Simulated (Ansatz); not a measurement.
Level of theory: B3LYP-D3(BJ)/def2-TZVP (Ansatz, a first-principles code). No frequencies were computed at this level.

Ansatz 0.2 input:
```yaml
crystal:
  periodic: [false, false, false]
  atoms:
    - { symbol: Cl, position_ang: [1.836273, 1.196741, -0.039386] }
    - { symbol: Sn, position_ang: [-0.002488, -0.166425, 0.007363] }
    - { symbol: Cl, position_ang: [-1.799604, 1.249946, -0.068551] }
    - { symbol: H, position_ang: [-0.006753, -1.202082, -1.351474] }
    - { symbol: H, position_ang: [-0.027428, -1.078178, 1.452048] }
basis:
  gaussian: { orbitals: def2-tzvp }
hamiltonian:
  xc: b3lyp
  dispersion: d3bj
relax:
  max_steps: 150
```

Output:

```
Functional definition: B3LYP
1046 factors; their error is unknown
mean field evaluation 1: about -30913.9497 eV, gradient 2.2e1 eV
mean field evaluation 2: about -30913.6342 eV, gradient 2.6e1 eV
mean field evaluation 4: about -30914.9837 eV, gradient 8.2e-1 eV
mean field evaluation 8: about -30915.1040 eV, gradient 1.6e-1 eV
mean field evaluation 16: about -30915.1041 eV, gradient 4.7e-6 eV
mean field -30915.10406358 eV, -1136.1091193262 hartree, gradient 4.7e-6 eV, S^2 0.000000; 0 other end points of the search recorded, 0 dependent functions left out
reference -30915.10432264 eV, -1136.1091288465 hartree; 29, 29 occupied and 107, 107 virtual orbitals, 1046 factors
relax step   1: F+E_penalty+E_count = -30915.34789982 eV  Δ(F+E_penalty+E_count) = +0.000e0 eV  max|allowed force component| = 1.145e0 eV/Å  Δτ_max = 0.0000 Å  (25 SCF iters, accepted)
these checks for a lower state are left out or cut short: starts, cluster_reference, orbital_swaps, neighbouring_geometries, increment
1046 factors; their error is unknown
mean field -30915.15173074 eV, -1136.1108710623 hartree, gradient 1.4e-5 eV, S^2 0.000000; 0 other end points of the search recorded, 0 dependent functions left out
reference -30915.15199209 eV, -1136.1108806668 hartree; 29, 29 occupied and 107, 107 virtual orbitals, 1046 factors
relax step   2: F+E_penalty+E_count = -30915.39247048 eV  Δ(F+E_penalty+E_count) = -4.457e-2 eV  max|allowed force component| = 2.499e-1 eV/Å  Δτ_max = 0.1419 Å  (28 SCF iters, accepted)
these checks for a lower state are left out or cut short: starts, cluster_reference, orbital_swaps, neighbouring_geometries, increment
1046 factors; their error is unknown
mean field -30915.16372891 eV, -1136.1113119870 hartree, gradient 1.5e-5 eV, S^2 0.000000; 0 other end points of the search recorded, 0 dependent functions left out
reference -30915.16399001 eV, -1136.1113215820 hartree; 29, 29 occupied and 107, 107 virtual orbitals, 1046 factors
relax step   3: F+E_penalty+E_count = -30915.40404822 eV  Δ(F+E_penalty+E_count) = -1.158e-2 eV  max|allowed force component| = 5.086e-2 eV/Å  Δτ_max = 0.0590 Å  (29 SCF iters, accepted)
these checks for a lower state are left out or cut short: starts, cluster_reference, orbital_swaps, neighbouring_geometries, increment
1046 factors; their error is unknown
mean field evaluation 32: about -30915.0432 eV, gradient 2.6e-4 eV
mean field -30915.16356986 eV, -1136.1113061419 hartree, gradient 1.5e-5 eV, S^2 0.000000; 0 other end points of the search recorded, 0 dependent functions left out
reference -30915.16383083 eV, -1136.1113157324 hartree; 29, 29 occupied and 107, 107 virtual orbitals, 1046 factors
relax step   4: F+E_penalty+E_count = -30915.40420973 eV  Δ(F+E_penalty+E_count) = -1.615e-4 eV  max|allowed force component| = 3.320e-3 eV/Å  Δτ_max = 0.0049 Å  (29 SCF iters, accepted)
1046 factors; their error is unknown
mean field -30915.16356986 eV, -1136.1113061419 hartree, gradient 1.6e-5 eV, S^2 0.000000; 1 other end points of the search recorded, 0 dependent functions left out
reference -30915.16383083 eV, -1136.1113157324 hartree; 29, 29 occupied and 107, 107 virtual orbitals, 1046 factors
Total energy: -30915.40447070 eV, -1136.1201590846 hartree
Atom 0 at     1.891860     1.156288    -0.037169 Å, force     0.003320     0.001988    -0.000063 eV/Å
Atom 1 at    -0.003173    -0.211734     0.009338 Å, force    -0.000019    -0.001193     0.000050 eV/Å
Atom 2 at    -1.856378     1.211139    -0.067236 Å, force    -0.003257     0.002084    -0.000116 eV/Å
Atom 3 at    -0.005388    -1.142393    -1.412460 Å, force    -0.000010    -0.001511    -0.001562 eV/Å
Atom 4 at    -0.026921    -1.013298     1.507527 Å, force    -0.000034    -0.001368     0.001691 eV/Å
Dipole moment:    -0.008328    -0.555644     0.024504 e Å
```

Cost: around 23 core-seconds (rough).
